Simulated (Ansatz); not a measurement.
`NP[TeH]`. Charge 0, multiplicity 1. Te takes the def2 core potential.

```xyz
7

N     0.250    0.780    1.059
P     1.058    0.177   -0.301
Te   -0.044   -1.936   -1.063
H     0.608    0.436    1.937
H    -0.759    0.814    1.067
H     0.397    0.978   -1.262
H    -1.510   -1.249   -1.436
```

(1) What are the harmonic wavenumbers in cm⁻¹ at PBE0-D4/def2-TZVP (Ansatz, finite differences of forces, unscaled)? (Estimate.)

(2) Is this a minimum?

(3) Give the ideal-gas thermochemistry at 298.15 K and 1 bar (rigid rotor, harmonic oscillator; point group C1, symmetry number 1).

(4) And at 400, 500, 600, 800 and 1000 K?

(5) Rotational constants (cm⁻¹)?

Answers

(1) Computed: 184, 210, 303, 336, 543, 561, 716, 849, 904, 1072, 1606, 2128, 2427, 3565, 3666.

(2) Yes, all 15 modes are real.

(3) Zero-point energy 114.1 kJ/mol; H(298) − E = 130.7 kJ/mol; entropy 319.7 J/(mol·K), of which translation 173.4, rotation 109.8, vibration 36.4; G(298) − E = 35.4 kJ/mol.

(4) 
```tsv
T (K)	H − E (kJ/mol)	S (J/mol/K)	G − E (kJ/mol)
400	139.6	345.2	1.5
500	149.3	366.9	-34.1
600	159.8	386.0	-71.8
800	182.5	418.6	-152.4
1000	207.0	445.9	-238.9
```

(5) 0.5489, 0.06074, 0.05666.
